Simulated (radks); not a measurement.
Initial-state core-level shifts of neutral barium when its valence configuration changes from [Xe] 6s2. Method: Dirac Kohn-Sham, PBE, spin-unpolarised, spherical densities, point nucleus; open shells fill j = l - 1/2 first; computed with a radial shooting solver on a logarithmic mesh with Libxc functionals. Shifts are changes of the shell-averaged eigenvalues in eV (positive: less bound).

valence,2p,3s,4p,5s
4f1 6s1,-1.453,-1.266,-1.348,-1.921
6p2,-2.069,-2.075,-2.065,-2.019
6s1 6p1,-1.070,-1.073,-1.068,-1.047
6s1.5 6p0.5,-0.544,-0.546,-0.544,-0.534
5d0.5 6s1.5,+0.748,+0.744,+0.738,+0.715
5d0.5 6s0.5 6p1,-0.285,-0.293,-0.296,-0.306
